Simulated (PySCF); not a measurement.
**4-methylbenzoic acid (SMILES C1=CC(C)=CC=C1C(=O)O)**

Cartesian coordinates in Å; atom numbers follow the order of the lines, from 1:
```xyz
18

C    -2.870   -0.678   -0.567
C    -1.438   -0.348   -0.267
C    -1.065    0.166    0.983
C     0.256    0.500    1.254
C     1.240    0.327    0.275
C     2.637    0.692    0.613
O     2.992    1.126    1.681
O     3.495    0.493   -0.399
C     0.882   -0.188   -0.975
C    -0.442   -0.521   -1.237
H    -3.388    0.196   -0.998
H    -3.417   -0.967    0.341
H    -2.951   -1.496   -1.296
H    -1.826    0.302    1.756
H     0.554    0.899    2.226
H     4.365    0.762   -0.069
H     1.650   -0.328   -1.738
H    -0.712   -0.927   -2.215
```

The calculation used quadratic response CAM-B3LYP/aug-cc-pVDZ first hyperpolarisability, Taylor convention, gas phase (PySCF 2.14.0). Geometry: PBE0-D3(BJ)/def2-SVP.

Give the tensor of the second harmonic β(−2ω;ω,ω) at 1064 nm in the axes of these coordinates.

In au, Taylor convention; rows are the first index (the induced dipole):
|  | xx | yy | zz | xy | xz | yz |
| --- | --- | --- | --- | --- | --- | --- |
| x | -485.4 | -6.8 | +51.7 | -139.1 | -131.5 | -17.5 |
| y | -137.8 | +18.5 | +20.1 | -8.3 | -19.9 | +17.8 |
| z | -130.0 | +17.5 | +45.4 | -19.8 | +44.1 | +18.3 |

Norm of βᵢ = ⅓ Σⱼ (βᵢⱼⱼ + βⱼᵢⱼ + βⱼⱼᵢ): 462.9 au, hyper-Rayleigh value 224.1 au.
